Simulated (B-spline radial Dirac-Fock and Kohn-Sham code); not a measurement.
**Satellites and hypersatellites of the K lines of Mo⁵⁺**

System: the Mo⁵⁺ ion, [Kr] 4d1.

Method: relaxed Dirac-Fock hole states (ΔSCF) with Breit and QED corrections and a finite nucleus. Computed with an atomic code on a B-spline grid. Each two-hole energy is an average over J within one jj subconfiguration, not an observable level; in light atoms, where LS coupling holds, the j-resolved values are not observed lines, and for a K spectator the Kα1 hypersatellite is nearly forbidden. The model has no electron correlation.

Lines without a spectator: Kα2 (K-L2) 17372.1 eV, Kα1 (K-L3) 17477.0 eV, Kβ3 (K-M2) 19586.1 eV, Kβ1 (K-M3) 19603.9 eV. Shifts in eV with one spectator hole (a dash: not computed, or left out as unreliable):

```
spectator hole     Kα2     Kα1     Kβ3     Kβ1
        K (1s)  +467.1  +477.3  +592.7  +594.8
    L2 (2p1/2)   +48.9   +60.9       –  +132.4
    L3 (2p3/2)   +50.7   +50.0  +121.4       –
    M2 (3p1/2)       –   +5.98  +14.53  +17.85
    M3 (3p3/2)   +4.74       –  +15.80  +15.22
    M4 (3d3/2)   +0.31   -1.72       –       –
    M5 (3d5/2)   -2.00   -0.60       –       –
```

With n spectator holes in 2p, averaged over the 2p shell (energies in eV):

```csv
n,KαLⁿ,step,hypersatellite KαʰLⁿ
0,17442.0,–,17915.9
1,17495.1,+53.0,17970.3
2,17549.3,+54.3,18025.9
3,17604.8,+55.5,18082.8
4,17661.5,+56.7,18140.8
5,17719.4,+57.9,18200.2
```
